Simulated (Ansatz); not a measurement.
Cost and result for the atomization energy of `CBOC(=O)O` (11 atoms, 10 bonds).

Cartesian coordinates in Å:
```
C 1.199 0.333 -1.618
B 0.687 -0.173 -0.244
O -0.581 0.207 0.149
C -1.162 -0.280 1.259
O -0.895 -1.305 1.810
O -2.122 0.567 1.629
H 0.484 0.953 -2.160
H 2.131 0.893 -1.486
H 1.470 -0.526 -2.244
H 1.333 -0.849 0.499
H -2.541 0.179 2.407
```

The species carries charge 0 and has multiplicity 1. The structure was optimised at the PBE0-D4/def2-TZVP level. It is one conformer, not always the lowest. Program: Ansatz. All runs use 4 threads of an Arm Neoverse V1 on a shared host. Times are those of one run each, without the atoms' runs, and a repeat can differ threefold. Electronic energies, without spin–orbit coupling; frozen cores. CCSD(T)/CBS adds CCSD(T) − MP2 in def2-TZVPP to the MP2 limit, and its time is that of the two runs behind it. T1 = 0.014. B3LYP takes the VWN-RPA correlation (the form of Gaussian; ORCA's B3LYP/G).

CCSD(T)/CBS is a level of theory with its own doubt, some kJ/mol a heavy atom from the limit and from the frozen cores, so smaller differences don't rank the functionals.

```json
{"level": "PBE-D4/def2-TZVPP (with forces)", "functions": "256", "wall time": "2.3 s", "atomization (kJ/mol)": "4858.7", "difference from CCSD(T)/CBS": "168.8", "per bond": "16.9"}
{"level": "PBE0-D4/def2-TZVPP", "functions": "256", "wall time": "2.6 s", "atomization (kJ/mol)": "4724.3", "difference from CCSD(T)/CBS": "34.4", "per bond": "3.4"}
{"level": "B3LYP-D4/def2-TZVPP (with forces)", "functions": "256", "wall time": "4 s", "atomization (kJ/mol)": "4699.1", "difference from CCSD(T)/CBS": "9.2", "per bond": "0.9"}
{"level": "r2SCAN-D4/def2-TZVPP (with forces)", "functions": "256", "wall time": "4.2 s", "atomization (kJ/mol)": "4739.7", "difference from CCSD(T)/CBS": "49.8", "per bond": "5.0"}
{"level": "B2PLYP/def2-TZVPP", "functions": "256", "wall time": "5 s", "atomization (kJ/mol)": "4664.3", "difference from CCSD(T)/CBS": "-25.6", "per bond": "-2.6"}
{"level": "ωB97X-V/def2-TZVPP", "functions": "256", "wall time": "7 s", "atomization (kJ/mol)": "4710.6", "difference from CCSD(T)/CBS": "20.7", "per bond": "2.1"}
{"level": "ωB97M-V/def2-TZVPP (with forces)", "functions": "256", "wall time": "9.5 s", "atomization (kJ/mol)": "4725.0", "difference from CCSD(T)/CBS": "35.1", "per bond": "3.5"}
{"level": "MP2/def2-QZVPP", "functions": "492", "wall time": "21 s", "atomization (kJ/mol)": "4785.3", "difference from CCSD(T)/CBS": "95.4", "per bond": "9.5"}
{"level": "CCSD(T)/def2-TZVPP", "functions": "256", "wall time": "3.3 min", "atomization (kJ/mol)": "4568.8", "difference from CCSD(T)/CBS": "-121.1", "per bond": "-12.1"}
{"level": "CCSD(T)/CBS(def2)", "functions": "–", "wall time": "3.7 min", "atomization (kJ/mol)": "4689.9", "difference from CCSD(T)/CBS": "0.0", "per bond": "0.0"}
```

From PBE to PBE0 (25 % exact exchange), in def2-TZVPP and without D4, the atomization energy moves by −131.5 kJ/mol: exact exchange takes away binding that semilocal exchange gives to molecules. The D4 term adds +27.6 kJ/mol with B3LYP and +14.5 kJ/mol with PBE0; it sums over pairs of atoms, weighted by their polarisabilities, and B3LYP, whose exchange is more repulsive, gets the larger term. In def2-TZVPP, CCSD(T) changes the Hartree–Fock value by +1213.8 kJ/mol (the triples alone add +84.0 kJ/mol) and MP2 by +1358.9 kJ/mol; breaking electron pairs costs correlation energy, which Hartree–Fock lacks.
